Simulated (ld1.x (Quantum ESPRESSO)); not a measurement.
Which change was made? (F, TM)

- Element: F
- Generator: ld1.x (Quantum ESPRESSO) 7.5
- Type: norm-conserving Troullier–Martins (Kleinman–Bylander form)
- Functional: PBE
- Relativity: scalar-relativistic
- Frozen core: [He]
- Valence charge: 7
- Reference configuration: 2s2 2p5
- Partial waves: 2p (bound): rc 1.70 bohr; 2s (bound): rc 0.60 bohr
- Local potential: the s channel
- Core correction: none

Cutoffs, loose and tight: the cutoffs (Ry, on a coarse ladder) from which the occupation-weighted sum of valence levels, in a spherical-Bessel basis at the reference potential, stays within 10 and 1 mRy of its value at 400 Ry. They do not see the model core or the augmentation charge, which bear on the density cutoff. Test errors are all-electron minus pseudo excitation energies from the reference, over the configurations 2s2 2p4; 2s2 2p3; 2s2 2p2; 2s2 2p4.5; 2s1 2p5; 2s1 2p6; 2s2 2p1; variants that change the core or the reference have their own tests.

The base gives: outcome: generated; cutoff, loose: 180 Ry; cutoff, tight: 260 Ry; bound ghosts: none; largest test error (meV): +4591.

(1) After one change the result is: outcome: generated; cutoff, loose: 100 Ry; cutoff, tight: 230 Ry; bound ghosts: none; largest test error (meV): +12001. Which change was it?
A. all radii scaled by about 0.88 (s 0.52, p 1.50 bohr)
B. all radii scaled by about 0.74 (s 0.44, p 1.26 bohr)
C. all radii scaled by about 1.34 (s 0.80, p 2.28 bohr)
D. all radii scaled by about 1.12 (s 0.68, p 1.90 bohr)

Answers

(1) C. The others give: all radii scaled by about 0.88 (s 0.52, p 1.50 bohr) → outcome: generated; cutoff, loose: 260 Ry; cutoff, tight: over 300 Ry; bound ghosts: none; largest test error (meV): +2973 | all radii scaled by about 0.74 (s 0.44, p 1.26 bohr) → outcome: generated; bound ghosts: none; largest test error (meV): +1768 | all radii scaled by about 1.12 (s 0.68, p 1.90 bohr) → outcome: generated; cutoff, loose: 110 Ry; cutoff, tight: 260 Ry; bound ghosts: none; largest test error (meV): +7027.
